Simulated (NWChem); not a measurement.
System: ScCl$_{2}$F; SMILES [Sc]([Cl])([F])[Cl]

Here is an NWChem input.

```
start job
memory heap 200 mb stack 900 mb global 1100 mb
geometry units angstroms noautosym nocenter noautoz
  Sc     0.312112    -0.002682     0.000000
  F      2.109979     0.003450     0.000000
  Cl    -0.772008     0.001668    -2.002052
  Cl    -0.772008     0.001668     2.002052
end
basis spherical
  Sc library cc-pvtz
  F library cc-pvtz
  Cl library cc-pvtz
end
dft
  xc xpbe96 cpbe96
  iterations 150
end
property
  efieldgrad
end
task dft property
```

Structure relaxed at the PBE0/def2-SVP level.

Vzz is the largest principal value of the second derivative of the potential at the nucleus (NWChem prints the opposite sign); η is the asymmetry. Non-relativistic.

Atoms are numbered as in the input.

Task: Predict the main results of this run. (PBE/cc-pVTZ.) Quantities: Vzz Sc1 (a.u.); η Sc1; Vzz Cl4 (a.u.); η Cl4.

Result: 
```json
{
 "Vzz Sc1 (a.u.)": "1.386",
 "η Sc1": "0.18",
 "Vzz Cl4 (a.u.)": "-0.380",
 "η Cl4": "0.30"
}
```
